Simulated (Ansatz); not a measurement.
Relaxation of Cl$_{2}$GeH$_{2}$O (6 atoms, charge 0, multiplicity 1), to a largest force component of 0.03 eV/Å in at most 50 steps.

All numbers below come from RKS BLYP/def2-SVPD (Ansatz).

```xyz
6
Properties=species:S:1:pos:R:3:forces:R:3
Ge -0.934 0.310 0.440 0.10 0.06 -0.11
H 1.445 -0.711 1.397 0.59 0.27 -0.22
O 1.966 -0.020 0.916 -0.70 -0.37 0.23
H 2.234 -0.465 0.088 0.00 0.02 0.01
Cl -0.972 1.679 -1.358 0.01 -0.03 0.03
Cl -0.785 -1.744 -0.567 0.01 0.05 0.05
```

Where does it end, and by what steps?

The forces met the threshold. After 13 steps the energy has fallen by 0.316 eV; H4 moved furthest, 0.99 Å.

```tsv
step	energy less start (eV)	largest force component (eV/Å)	accepted
0	0.0000	0.704	yes
1	0.0049	2.655	no
2	-0.0694	0.590	yes
3	-0.1271	0.382	yes
4	-0.1506	0.425	yes
5	-0.1789	1.287	yes
6	-0.2146	0.779	yes
7	-0.2647	0.174	yes
8	-0.2878	0.110	yes
9	-0.2724	1.300	no
10	-0.3015	0.144	yes
11	-0.3096	0.314	yes
12	-0.3119	0.298	yes
13	-0.3157	0.015	yes
```

```xyz
6
Properties=species:S:1:pos:R:3
Ge -0.838 0.263 0.560
H 1.540 -1.019 0.725
O 1.433 -0.069 0.953
H 1.826 0.426 0.201
Cl -0.149 1.380 -1.349
Cl -0.859 -1.932 -0.174
```

Whether the end is a true minimum wasn't checked by a vibrational analysis.

Time of the run: 8.6 s on 4 threads of AMD EPYC 9R45 96-Core Processor (Zen 5), with other jobs on the host, peak memory 0.22 GiB.
